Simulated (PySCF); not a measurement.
**Radial density of I (iodine, neutral)**

UHF, [Kr] 4d10 5s2 5p5, 2P determinant. All numbers are calculated (PySCF 2.14, a scalar-relativistic core potential, in aug-cc-pVDZ-PP with ECP28MDF (5s4p3d, 32 functions)). This is the valence pseudo-density: the core potential removes the inner electrons and smooths the orbitals near the nucleus.

```csv
r (bohr),4πr²ρ (e/bohr),4πr²(ρα − ρβ)
0.00192,1.023e-05,0.0000
0.00323,2.855e-05,0.0000
0.00544,7.786e-05,0.0000
0.00915,0.0001993,0.0000
0.0154,0.0004389,0.0000
0.0259,0.0007541,0.0000
0.0435,0.001137,0.0000
0.0732,0.002283,0.0000
0.123,0.01611,0.0001
0.207,0.1951,0.0010
0.349,3.166,0.0184
0.586,22.85,0.1038
0.986,18.05,-0.0091
1.66,5.089,0.4525
2.79,2.200,0.3445
4.69,0.2269,0.0322
7.89,0.001095,-0.0002
```

Energies and moments cover only the electrons outside the core potential.

(1) Where is the radial spin density 4πr²(ρα − ρβ) most negative, and why is it negative at all?

Answers

(1) Around r = 0.986 bohr, down to -0.0091 e/bohr: exchange with the open shell polarises the paired shells in an unrestricted calculation.
